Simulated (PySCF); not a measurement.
Can point charges reproduce the dipole moment of `C[SiH2][C@H](F)[SiH2]S`?

Coordinates (GFN2-xTB, Å) and charges (e) from the PBE0/pcSseg-1 density (PySCF):

```
atom       x       y       z  Mulliken      IAO  Hirshfeld  ESP-fitted
  C1   1.884   0.665  -0.537   -0.6411  -0.7230    -0.2155     -0.5560
 Si2   1.196  -0.937   0.202   +0.6381  +0.7623    +0.3390     +0.5667
  C3  -0.552  -0.573   0.939   -0.3609  -0.3658    -0.1148     -0.1382
  F4  -0.939  -1.715   1.657   -0.3453  -0.3256    -0.1255     -0.2303
 Si5  -1.984  -0.180  -0.267   +0.5691  +0.6958    +0.3176     +0.4061
  S6  -1.638   1.751  -1.155   -0.3928  -0.3225    -0.1230     -0.3898
  H7   2.860   0.492  -0.981   +0.1440  +0.1605    +0.0451     +0.1473
  H8   2.001   1.441   0.215   +0.1372  +0.1550    +0.0422     +0.1257
  H9   1.234   1.059  -1.314   +0.1672  +0.1663    +0.0282     +0.1283
 H10   2.023  -1.419   1.312   -0.0683  -0.1145    -0.0759     -0.1317
 H11   1.031  -1.983  -0.811   -0.0683  -0.1216    -0.0764     -0.1343
 H12  -0.476   0.214   1.701   +0.1545  +0.1484    +0.0373     +0.1191
 H13  -1.999  -1.086  -1.404   -0.0427  -0.1038    -0.0646     -0.0270
 H14  -3.252  -0.133   0.455   -0.0419  -0.1110    -0.0721     -0.0909
 H15  -1.393   2.411  -0.033   +0.1512  +0.0996    +0.0583     +0.2051
```

Problem. Form Σ q r in debye for every column and set it beside the full dipole.

Solution. The full density gives (0.96, 1.06, 0.41) D, 1.49 D in size; dipole vectors point from the negative to the positive end.

| scheme | μx | μy | μz | size (D) | share of the full size (%) | angle to the full dipole (°) |
| --- | --- | --- | --- | --- | --- | --- |
| Mulliken | 1.03 | 0.54 | -0.98 | 1.52 | 102 | 59 |
| IAO | 0.87 | 0.79 | -0.98 | 1.53 | 103 | 56 |
| Hirshfeld | 0.16 | 0.71 | -0.31 | 0.79 | 53 | 49 |
| ESP-fitted | 0.91 | 1.07 | 0.41 | 1.46 | 98 | 2 |

Problem. Which set comes closest?

Solution. Length of the difference vector: ESP-fitted 0.05 D, Hirshfeld 1.13 D, IAO 1.41 D, Mulliken 1.48 D. Closest: ESP-fitted. 

Problem. What is left for the Hirshfeld atoms' own dipoles?

Solution. The shares of the density sum to the whole, so what Σ q r misses lies in dipoles about the nuclei. The atomic dipoles sum to (0.96, 1.06, 0.41) − (0.16, 0.71, -0.31) = (0.80, 0.35, 0.72) D, 1.13 D in size.

Problem. With the origin at the mean of the coordinates, (0.000, 0.001, -0.001) Å, which are the largest single terms, by size, of the Hirshfeld dipole along the direction of the full one?

Solution. Si5 -2.26, C1 -1.60, F4 +0.83, H13 +0.76, H14 +0.71 D; all 15 atoms together +0.52 D. The single terms depend on the origin, their sum doesn't.

Problem. Give the size of the full dipole in other units.

Solution. 1.49 D = 0.585 au = 0.309 e·Å = 4.96 × 10⁻³⁰ C·m.

The structure is a single GFN2-xTB conformer in the gas phase; no vibrational or solvent corrections.

Conformer computed: `[CH3:1][SiH2:2][C@H:3]([F:4])[SiH2:5][SH:6]`: C1–Si2–C3–F4 -171°, Si2–C3–Si5–S6 -70°, H–S6–Si5–C3 -49°.
